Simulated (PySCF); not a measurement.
Species: CH₉NOSi₂.
Numbering: `[CH3:1][Si@H:2]([NH2:3])[SiH2:4][OH:5]` (hydrogens: H6, H7, H8 on C1; H9 on Si2; H10, H11 on N3; H12, H13 on Si4; H14 on O5)

Method: PySCF, PBE0-D3(BJ)/def2-SVP geometry optimisation, gas phase; density fitting, grid level 1; the optimiser is geomeTRIC in internal coordinates, started from a GFN2-xTB structure with every atom displaced at random (about 0.01 Å).

Step 0: E = -20457.3386 eV
```
atom  x, y, z in Å  |  force x, y, z in eV/Å
C1     -1.8572   -0.8675   -0.0314   -0.435   1.842  -0.052
Si2    -0.4465    0.0788    0.7891   -0.966  -0.042  -0.266
N3     -0.6987    1.7376    0.3452    1.244   0.085  -0.174
Si4     1.6409   -0.5582   -0.0203   -1.344  -0.619  -0.523
O5      2.6231    0.3134    0.8979    0.426   1.629   1.693
H6     -2.8405   -0.4882    0.3311    0.374  -0.179   0.025
H7     -1.8633   -0.7057   -1.1122    0.142   0.028  -0.301
H8     -1.8066   -1.9025    0.1552    0.022  -1.820   0.360
H9     -0.6031   -0.1485    2.2698    0.296  -0.185   0.024
H10    -1.5903    2.1592    0.4833   -0.873   0.293   0.160
H11     0.0298    2.4030    0.5972   -0.084  -0.070  -0.068
H12     1.9325   -0.2922   -1.4239   -0.152   0.188  -0.906
H13     1.9078   -1.9766    0.1436    0.029  -1.045   0.133
H14     3.5553    0.2354    0.8454    1.321  -0.104  -0.106
```

Step 1: E = -20457.6226 eV
```
atom  x, y, z in Å  |  force x, y, z in eV/Å
C1     -1.8980   -0.8749   -0.0722    0.051  -0.375  -0.025
Si2    -0.5162    0.0911    0.7581    0.187  -0.065   0.095
N3     -0.6652    1.7737    0.3321   -0.253   0.093   0.108
Si4     1.6340   -0.5306    0.0527    0.136   0.053   0.027
O5      2.7332    0.4010    0.9373   -0.234  -0.118  -0.131
H6     -2.8824   -0.5400    0.2900   -0.011   0.050   0.042
H7     -1.8794   -0.7382   -1.1630    0.016   0.017  -0.045
H8     -1.8279   -1.9638    0.1417    0.037   0.357  -0.031
H9     -0.5715   -0.2342    2.2287   -0.073   0.056   0.031
H10    -1.5524    2.2323    0.5408    0.160  -0.045  -0.048
H11     0.0997    2.3868    0.5986    0.016  -0.016  -0.012
H12     1.7693   -0.2831   -1.4265    0.081  -0.019   0.059
H13     1.8628   -2.0057    0.2594    0.044   0.081   0.010
H14     3.6770    0.2736    0.7923   -0.158  -0.069  -0.080
```

**Question.** Estimate the geometry and energy of step 2. (The exact step hangs on the optimiser's Hessian estimate; all steps are aligned on step 1, rigid shifts and turns removed.)

**Answer.** E = -20457.6409 eV, largest force 0.108 eV/Å
```
atom  x, y, z in Å  |  force x, y, z in eV/Å
C1     -1.8823   -0.8725   -0.0781   -0.032  -0.088  -0.055
Si2    -0.5143    0.0922    0.7687    0.083   0.004   0.053
N3     -0.6708    1.7762    0.3476   -0.039   0.019   0.061
Si4     1.6219   -0.5430    0.0494    0.031   0.029  -0.017
O5      2.7046    0.4034    0.9203   -0.095   0.008   0.008
H6     -2.8691   -0.5366    0.2807    0.008   0.006  -0.001
H7     -1.8523   -0.7339   -1.1698    0.008   0.011   0.014
H8     -1.8033   -1.9506    0.1397    0.010   0.056   0.003
H9     -0.5877   -0.2224    2.2421   -0.033   0.019  -0.006
H10    -1.5546    2.2357    0.5509    0.022  -0.002  -0.009
H11     0.0949    2.3887    0.6130    0.013  -0.008  -0.014
H12     1.7809   -0.3068   -1.4263    0.012  -0.030  -0.002
H13     1.8735   -2.0078    0.2742    0.008   0.004   0.010
H14     3.6417    0.2653    0.7575    0.003  -0.026  -0.044
```

The energy changes by -0.0183 eV. The first-order estimate −F·Δx gives -0.0288 eV and the mean of the old and new forces, exact on a quadratic surface, -0.0182 eV. The step makes an angle of 67° with the force vector and moves no atom by more than 0.050 Å.

The cost below is that of the whole optimisation. On one thread of an Arm Neoverse V1, no GPU, on a shared host, this took 78 s wall and 0.52 GiB of memory at its peak.
